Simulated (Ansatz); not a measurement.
HO4S (SMILES O=S(=O)([O-])O), charge -1, singlet, at a GFN2-xTB geometry (a gas-phase anion, which may not be bound at this level); MP2/3-21G run with Ansatz (an electronic-structure program).

The Ansatz input:
Ansatz 0.2 input:
```yaml
crystal:
  periodic: [false, false, false]
  atoms:
    - {symbol: O, position_ang: [1.38992049, -0.28176098, -0.58148330]}
    - {symbol: S, position_ang: [-0.13445586, 0.02400851, 0.02026324]}
    - {symbol: O, position_ang: [0.12119981, -0.01438956, 1.45858623]}
    - {symbol: O, position_ang: [-0.97063154, -1.05348789, -0.46961795]}
    - {symbol: O, position_ang: [-0.49393968, 1.33543365, -0.48378888]}
    - {symbol: H, position_ang: [1.77890124, -0.27049776, 0.28621944]}
basis:
  gaussian:
    orbitals: 3-21G.json
total_charge: -1
magnetization: {spin_polarized: false}
correlation: {method: mp2}
scf: {lower_state_search: off}
```
The basis file holds 3-21G in the JSON format of the Basis Set Exchange.

Output, abridged:

```
Functional definition: HF
these checks for a lower state are left out or cut short: stability, starts, cluster_reference, orbital_swaps, neighbouring_geometries, increment
496 factors; integrals over basis functions are off by at most 5.0e-4 eV
mean field evaluation 1: about -18869.3389 eV, gradient 5.2e1 eV
mean field evaluation 2: about -18869.8506 eV, gradient 5.3e1 eV
mean field evaluation 4: about -18876.3324 eV, gradient 3.2e0 eV
mean field evaluation 8: about -18876.3876 eV, gradient 4.9e-1 eV
mean field -18876.38833316 eV, -693.6944763682 hartree, gradient 3.7e-6 eV, S^2 0.000000; 0 other end points of the search recorded, 0 dependent functions left out
9 core orbitals not correlated
reference -18876.38833316 eV, -693.6944763682 hartree; 16, 16 occupied and 26, 26 virtual orbitals, 496 factors
second order -14.76051774 eV of doubles, -0.00000000 eV of singles
Total energy: -18891.14885090 eV, -694.2369153901 hartree
Checks for a lower state left out: stability, starts, cluster_reference, orbital_swaps, neighbouring_geometries, increment
```
